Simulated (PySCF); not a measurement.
# Ionisation energy of Sb⁴⁴⁺ by level of theory

Sb⁴⁴⁺ [He] 2s2 2p3 (4S) → Sb⁴⁵⁺ [He] 2s2 2p2 (3P), as a difference of total energies. Computed with PySCF 2.14 in an uncontracted even-tempered set (19 s from 21 bohr⁻², ratio 2.2; 12 p from 27 bohr⁻², ratio 2.2; 6 d from 100 bohr⁻², ratio 2.4; 5 f from 150 bohr⁻², ratio 2.4; 4 g from 230 bohr⁻², ratio 2.4), with the spin-free X2C one-electron Hamiltonian (Gaussian nucleus). Correlated levels: nothing frozen; virtual orbitals above 40 to 60 times the deepest correlated orbital energy dropped. The calculations carry no spin-orbit coupling.

| method | ionisation energy (eV) |
| --- | --- |
| UHF | 7512.7 |
| LDA | 7507.6 |
| PBE | 7508.8 |
| PBE0 | 7510.0 |
| r2SCAN | 7513.2 |
| BLYP | 7509.7 |
| PBEsol | 7507.6 |
| MP2 (all electrons) | 7512.5 |
| SCS-MP2 (all electrons) | 7512.0 |

Spin-orbit coupling is strong in these open shells (close to jj coupling). The scalar numbers leave it out and a first-order estimate fails, so it can dominate the gap to the real levels.

For this ion Breit and QED terms and the two-electron picture change, all absent here, outweigh the differences among the correlated methods.

For comparison: 7390 ± 4 eV (theoretical estimate listed by NIST; NIST Atomic Spectra Database, ionization energies).
